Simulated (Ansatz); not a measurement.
Ansatz results at the PBE0-D4/def2-TZVP geometry: LUMO energy (PBE/def2-TZVPP) -1.01 eV; HOMO–LUMO gap (PBE/def2-TZVPP) 5.55 eV; HOMO–LUMO gap (B3LYP/def2-TZVPP) 7.74 eV.

Each molecule was computed in one conformer, which needn't be the lowest.

Task: Which molecule gave them?
A. `CCCCOC(=O)CCCl`
B. `FC(Cl)C(F)(F)F`
C. `CCCCCCl`
D. `[F][In]`

Result: A. The others give `CCCCCCl`: -0.10, 6.70, 8.62; `FC(Cl)C(F)(F)F`: -0.98, 6.96, 9.07; `[F][In]`: -2.20, 4.25, 5.59.

B3LYP here is the variant with VWN-RPA as its local correlation; programs differ in this.
